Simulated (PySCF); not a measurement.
These 2 structures share the formula C3H5AlF2. Computed with PySCF 2.14.0, PBE0-D3(BJ)/def2-SVP geometry optimisation, gas phase. One conformer each; no zero-point energy, no entropy. No frequencies were run at this level. Point groups hold within 0.08 Å.

Question: Rank from lowest to highest electronic energy at this level (kcal/mol).
A. `[CH2:1]=[CH:2][CH2:3][Al:4]([F:5])[F:6]` with C1–C2–C3–Al4 9°, C2–C3–Al4–F5 133°
B. `[F:1]/[CH:2]=[C:3](/[F:4])[CH2:5][AlH2:6]` with C2–C3–C5–Al6 -4°, C3–C5–Al6–H 103° and -95°

Answer: A (0.0), B (104.3).

```csv
SMILES,E (Eh),E rel (kcal/mol),dipole (D),point group,"A, B, C (MHz)"
C=C[CH2][Al]([F])[F],-558.81097,0.0,2.35,C1,"4547, 1817, 1430"
F/C=C(/F)[CH2][AlH2],-558.64483,104.3,1.43,near Cs,"5249, 2147, 1577"
```

Question: How do the relative energies change in single points at B3LYP/pcSseg-2 (no added dispersion term) on the same geometries?

Answer: 
```csv
SMILES,PBE0-D3(BJ)/def2-SVP (kcal/mol),B3LYP/pcSseg-2 (kcal/mol),shift
C=C[CH2][Al]([F])[F],0.0,0.0,0.0
F/C=C(/F)[CH2][AlH2],104.3,117.8,+13.5
```

Each column counts from its own lowest isomer. The order is unchanged; the largest shift is 13.5 kcal/mol.
